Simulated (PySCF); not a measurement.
C3H3 (SMILES C#C[CH2-]), charge -1, singlet, geometry from GFN2-xTB, with bond 4-2 at 2.0 times its length; PBE0/6-31G** (PySCF).

Input for PySCF:
```python
from pyscf import gto, scf, dft

mol = gto.M(
    atom='''
C    -0.00058846   -0.06735310    0.13145175
C     0.01272709    0.42165409    1.28692893
C    -0.00916618   -0.23508926   -1.20054090
H     0.00361699   -0.59504183    3.21815971
H     0.90933867   -0.33006222   -1.78374476
H    -0.93534543   -0.29851433   -1.77583821
''',
    basis='6-31g**',
    charge=-1,
    verbose=4,
)

mf = dft.RKS(mol)
mf.xc = 'pbe0'
mf.diis = False
mf.max_cycle = 100
mf.kernel()
mf.analyze()
```

Task: What does PySCF print? Leave out banner, timings and long lists.

Result: 
```
PySCF version 2.14.0

[INPUT] verbose = 4
[INPUT] num. atoms = 6
[INPUT] num. electrons = 22
[INPUT] charge = -1
[INPUT] spin (= nelec alpha-beta = 2S) = 0
[INPUT] symmetry False subgroup None
[INPUT] Mole.unit = angstrom
[INPUT] Symbol           X                Y                Z      unit          X                Y                Z       unit  Magmom
[...]
nuclear repulsion = 51.1752611369923
number of shells = 27
number of NR pGTOs = 102
number of NR cGTOs = 57
basis = 6-31g**
ecp = {}

******** <class 'pyscf.dft.rks.RKS'> ********
method = RKS
initial guess = minao
damping factor = 0
level_shift factor = 0
DIIS disabled
SCF conv_tol = 1e-09
SCF conv_tol_grad = None
SCF max_cycles = 100
direct_scf = True
direct_scf_tol = 1e-13
XC library pyscf.dft.libxc version 7.1.2
    S. Lehtola, C. Steigemann, M. J. T. Oliveira, and M. A. L. Marques,  SoftwareX 7, 1–5 (2018)
XC functionals = pbe0
    C. Adamo and V. Barone,  J. Chem. Phys. 110, 6158 (1999)
    M. Ernzerhof and G. E. Scuseria,  J. Chem. Phys. 110, 5029 (1999)
radial grids:
    Treutler-Ahlrichs [JCP 102, 346 (1995); DOI:10.1063/1.469408] (M4) radial grids

becke partition: Becke, JCP 88, 2547 (1988); DOI:10.1063/1.454033
pruning grids: <function nwchem_prune>
grids dens level: 3
symmetrized grids: False
atomic radii adjust function: <function treutler_atomic_radii_adjust>
small_rho_cutoff = 0
Set gradient conv threshold to 3.16228e-05
Initial guess from minao.
tot grids = 71784
init E= -115.863082148089
[...]
cycle= 1 E= -115.605753508301  delta_E= 0.257  |g|= 0.55  |ddm|= 2.43
[...]
cycle= 2 E= -115.473481449343  delta_E= 0.132  |g|= 0.75  |ddm|= 2.21
[...]
cycle= 3 E= -115.026811862201  delta_E= 0.447  |g|=  1.1  |ddm|= 2.92
[...]
cycle= 4 E= -114.795165914757  delta_E= 0.232  |g|= 1.54  |ddm|= 5.95
[...]
cycle= 5 E= -114.352105359284  delta_E= 0.443  |g|= 1.78  |ddm|= 6.13
[...]
cycle= 6 E= -112.901418915202  delta_E= 1.45  |g|= 2.71  |ddm|= 17.8
[...]
cycle= 7 E= -105.262692752884  delta_E= 7.64  |g|= 5.29  |ddm|= 19.1
[...]
cycle= 8 E= -84.6250445056795  delta_E= 20.6  |g|= 5.04  |ddm|= 99.2
[...]
cycle= 9 E= -90.561992641032  delta_E= -5.94  |g|= 7.01  |ddm|= 98.5
[...]
cycle= 10 E= -85.1603053790814  delta_E=  5.4  |g|= 5.43  |ddm|= 77.2
[...]
cycle= 11 E= -89.1697047236157  delta_E= -4.01  |g|= 7.34  |ddm|= 76.7
[...]
cycle= 12 E= -85.8067421302478  delta_E= 3.36  |g|= 5.71  |ddm|= 67.1
[...]
cycle= 13 E= -87.3294057625169  delta_E= -1.52  |g|= 6.89  |ddm|= 69.6
[...]
cycle= 14 E= -88.1737202586403  delta_E= -0.844  |g|= 7.12  |ddm|= 33.1
[...]
cycle= 15 E= -85.2080730350059  delta_E= 2.97  |g|= 6.72  |ddm|= 43.1
[...]
cycle= 16 E= -89.4665400005725  delta_E= -4.26  |g|= 6.45  |ddm|= 39.2
[...]
cycle= 17 E= -85.1459085892983  delta_E= 4.32  |g|= 6.51  |ddm|= 42.9
[...]
cycle= 18 E= -89.5840858752976  delta_E= -4.44  |g|= 6.41  |ddm|=   43
[...]
cycle= 19 E= -85.144557131584  delta_E= 4.44  |g|=  6.5  |ddm|= 43.3
[...]
cycle= 20 E= -89.5915801178366  delta_E= -4.45  |g|=  6.4  |ddm|= 43.3
[...]
cycle= 21 E= -85.1445761856709  delta_E= 4.45  |g|=  6.5  |ddm|= 43.3
[...]
cycle= 22 E= -89.592027424076  delta_E= -4.45  |g|=  6.4  |ddm|= 43.3
[...]
cycle= 23 E= -85.1445781294834  delta_E= 4.45  |g|=  6.5  |ddm|= 43.3
[...]
cycle= 24 E= -89.592053732397  delta_E= -4.45  |g|=  6.4  |ddm|= 43.3
[...]
cycle= 25 E= -85.1445782493646  delta_E= 4.45  |g|=  6.5  |ddm|= 43.3
[...]
cycle= 26 E= -89.5920552770304  delta_E= -4.45  |g|=  6.4  |ddm|= 43.3
[...]
cycle= 27 E= -85.1445782564218  delta_E= 4.45  |g|=  6.5  |ddm|= 43.3
[...]
cycle= 28 E= -89.5920553677217  delta_E= -4.45  |g|=  6.4  |ddm|= 43.3
[...]
cycle= 29 E= -85.144578256836  delta_E= 4.45  |g|=  6.5  |ddm|= 43.3
[...]
cycle= 30 E= -89.5920553730482  delta_E= -4.45  |g|=  6.4  |ddm|= 43.3
[...]
cycle= 31 E= -85.1445782568589  delta_E= 4.45  |g|=  6.5  |ddm|= 43.3
[...]
cycle= 32 E= -89.5920553733615  delta_E= -4.45  |g|=  6.4  |ddm|= 43.3
[...]
cycle= 33 E= -85.1445782568613  delta_E= 4.45  |g|=  6.5  |ddm|= 43.3
[...]
cycle= 34 E= -89.59205537338  delta_E= -4.45  |g|=  6.4  |ddm|= 43.3
[...]
cycle= 35 E= -85.1445782568615  delta_E= 4.45  |g|=  6.5  |ddm|= 43.3
[...]
cycle= 36 E= -89.5920553733808  delta_E= -4.45  |g|=  6.4  |ddm|= 43.3
[...]
cycle= 37 E= -85.144578256862  delta_E= 4.45  |g|=  6.5  |ddm|= 43.3
[...]
cycle= 38 E= -89.5920553733818  delta_E= -4.45  |g|=  6.4  |ddm|= 43.3
[...]
cycle= 39 E= -85.1445782568615  delta_E= 4.45  |g|=  6.5  |ddm|= 43.3
[...]
cycle= 40 E= -89.5920553733816  delta_E= -4.45  |g|=  6.4  |ddm|= 43.3
[...]
cycle= 41 E= -85.144578256862  delta_E= 4.45  |g|=  6.5  |ddm|= 43.3
[...]
cycle= 42 E= -89.5920553733814  delta_E= -4.45  |g|=  6.4  |ddm|= 43.3
[...]
cycle= 43 E= -85.144578256862  delta_E= 4.45  |g|=  6.5  |ddm|= 43.3
[...]
cycle= 44 E= -89.5920553733816  delta_E= -4.45  |g|=  6.4  |ddm|= 43.3
[...]
cycle= 45 E= -85.1445782568613  delta_E= 4.45  |g|=  6.5  |ddm|= 43.3
[...]
cycle= 46 E= -89.592055373382  delta_E= -4.45  |g|=  6.4  |ddm|= 43.3
[...]
cycle= 47 E= -85.1445782568615  delta_E= 4.45  |g|=  6.5  |ddm|= 43.3
[...]
cycle= 48 E= -89.5920553733819  delta_E= -4.45  |g|=  6.4  |ddm|= 43.3
[...]
cycle= 49 E= -85.1445782568612  delta_E= 4.45  |g|=  6.5  |ddm|= 43.3
[...]
cycle= 50 E= -89.5920553733818  delta_E= -4.45  |g|=  6.4  |ddm|= 43.3
[...]
cycle= 51 E= -85.1445782568605  delta_E= 4.45  |g|=  6.5  |ddm|= 43.3
[...]
cycle= 52 E= -89.5920553733823  delta_E= -4.45  |g|=  6.4  |ddm|= 43.3
[...]
cycle= 53 E= -85.1445782568615  delta_E= 4.45  |g|=  6.5  |ddm|= 43.3
[...]
cycle= 54 E= -89.5920553733815  delta_E= -4.45  |g|=  6.4  |ddm|= 43.3
[...]
cycle= 55 E= -85.1445782568609  delta_E= 4.45  |g|=  6.5  |ddm|= 43.3
[...]
cycle= 56 E= -89.5920553733814  delta_E= -4.45  |g|=  6.4  |ddm|= 43.3
[...]
cycle= 57 E= -85.1445782568623  delta_E= 4.45  |g|=  6.5  |ddm|= 43.3
[...]
cycle= 58 E= -89.5920553733814  delta_E= -4.45  |g|=  6.4  |ddm|= 43.3
[...]
cycle= 59 E= -85.1445782568617  delta_E= 4.45  |g|=  6.5  |ddm|= 43.3
[...]
cycle= 60 E= -89.5920553733807  delta_E= -4.45  |g|=  6.4  |ddm|= 43.3
[...]
cycle= 61 E= -85.1445782568625  delta_E= 4.45  |g|=  6.5  |ddm|= 43.3
[...]
cycle= 62 E= -89.5920553733814  delta_E= -4.45  |g|=  6.4  |ddm|= 43.3
[...]
cycle= 63 E= -85.1445782568621  delta_E= 4.45  |g|=  6.5  |ddm|= 43.3
[...]
cycle= 64 E= -89.5920553733816  delta_E= -4.45  |g|=  6.4  |ddm|= 43.3
[...]
cycle= 65 E= -85.1445782568609  delta_E= 4.45  |g|=  6.5  |ddm|= 43.3
[...]
cycle= 66 E= -89.5920553733812  delta_E= -4.45  |g|=  6.4  |ddm|= 43.3
[...]
cycle= 67 E= -85.1445782568614  delta_E= 4.45  |g|=  6.5  |ddm|= 43.3
[...]
cycle= 68 E= -89.5920553733813  delta_E= -4.45  |g|=  6.4  |ddm|= 43.3
[...]
cycle= 69 E= -85.1445782568623  delta_E= 4.45  |g|=  6.5  |ddm|= 43.3
[...]
cycle= 70 E= -89.5920553733814  delta_E= -4.45  |g|=  6.4  |ddm|= 43.3
[...]
cycle= 71 E= -85.1445782568615  delta_E= 4.45  |g|=  6.5  |ddm|= 43.3
[...]
cycle= 72 E= -89.5920553733817  delta_E= -4.45  |g|=  6.4  |ddm|= 43.3
[...]
cycle= 73 E= -85.1445782568613  delta_E= 4.45  |g|=  6.5  |ddm|= 43.3
[...]
cycle= 74 E= -89.5920553733813  delta_E= -4.45  |g|=  6.4  |ddm|= 43.3
[...]
cycle= 75 E= -85.1445782568609  delta_E= 4.45  |g|=  6.5  |ddm|= 43.3
[...]
cycle= 76 E= -89.5920553733816  delta_E= -4.45  |g|=  6.4  |ddm|= 43.3
[...]
cycle= 77 E= -85.1445782568612  delta_E= 4.45  |g|=  6.5  |ddm|= 43.3
[...]
cycle= 78 E= -89.5920553733822  delta_E= -4.45  |g|=  6.4  |ddm|= 43.3
[...]
cycle= 79 E= -85.1445782568609  delta_E= 4.45  |g|=  6.5  |ddm|= 43.3
[...]
cycle= 80 E= -89.5920553733808  delta_E= -4.45  |g|=  6.4  |ddm|= 43.3
[...]
cycle= 81 E= -85.1445782568608  delta_E= 4.45  |g|=  6.5  |ddm|= 43.3
[...]
cycle= 82 E= -89.5920553733815  delta_E= -4.45  |g|=  6.4  |ddm|= 43.3
[...]
cycle= 83 E= -85.144578256863  delta_E= 4.45  |g|=  6.5  |ddm|= 43.3
[...]
cycle= 84 E= -89.5920553733815  delta_E= -4.45  |g|=  6.4  |ddm|= 43.3
[...]
cycle= 85 E= -85.1445782568616  delta_E= 4.45  |g|=  6.5  |ddm|= 43.3
[...]
cycle= 86 E= -89.5920553733816  delta_E= -4.45  |g|=  6.4  |ddm|= 43.3
[...]
cycle= 87 E= -85.144578256862  delta_E= 4.45  |g|=  6.5  |ddm|= 43.3
[...]
cycle= 88 E= -89.5920553733814  delta_E= -4.45  |g|=  6.4  |ddm|= 43.3
[...]
cycle= 89 E= -85.1445782568612  delta_E= 4.45  |g|=  6.5  |ddm|= 43.3
[...]
cycle= 90 E= -89.5920553733814  delta_E= -4.45  |g|=  6.4  |ddm|= 43.3
[...]
cycle= 91 E= -85.1445782568625  delta_E= 4.45  |g|=  6.5  |ddm|= 43.3
[...]
cycle= 92 E= -89.5920553733812  delta_E= -4.45  |g|=  6.4  |ddm|= 43.3
[...]
cycle= 93 E= -85.1445782568623  delta_E= 4.45  |g|=  6.5  |ddm|= 43.3
[...]
cycle= 94 E= -89.5920553733818  delta_E= -4.45  |g|=  6.4  |ddm|= 43.3
[...]
cycle= 95 E= -85.1445782568624  delta_E= 4.45  |g|=  6.5  |ddm|= 43.3
[...]
cycle= 96 E= -89.5920553733811  delta_E= -4.45  |g|=  6.4  |ddm|= 43.3
[...]
cycle= 97 E= -85.1445782568614  delta_E= 4.45  |g|=  6.5  |ddm|= 43.3
[...]
cycle= 98 E= -89.5920553733816  delta_E= -4.45  |g|=  6.4  |ddm|= 43.3
[...]
cycle= 99 E= -85.1445782568615  delta_E= 4.45  |g|=  6.5  |ddm|= 43.3
[...]
cycle= 100 E= -89.5920553733815  delta_E= -4.45  |g|=  6.4  |ddm|= 43.3
SCF not converged.
SCF energy = -89.5920553733815
**** SCF Summaries ****
Total Energy =                         -89.592055373381527
Nuclear Repulsion Energy =              51.175261136992326
One-electron Energy =                 -266.859426557763356
Two-electron Energy =                  126.092110047389497
Two-electron Coulomb Energy =          146.521633373447997
DFT Exchange-Correlation Energy =      -20.429523326058501
HOMO-LUMO gap [eV] =                     6.380950734484439
**** MO energy ****
[...]
 ** Mulliken pop on meta-lowdin orthogonal AOs  **
 ** Mulliken pop  **
 ** Mulliken atomic charges  **
charge of    0C =     -1.70495
charge of    1C =     -4.54832
charge of    2C =      3.90834
charge of    3H =     -0.65200
charge of    4H =      0.99846
charge of    5H =      0.99846

WARN: System has nonzero charge -1; the dipole moment is origin-dependent.
Location of origin: [0. 0. 0.]

Dipole moment(X, Y, Z, Debye): -0.65796, -16.49877, -87.67905
```

Convergence was not reached.
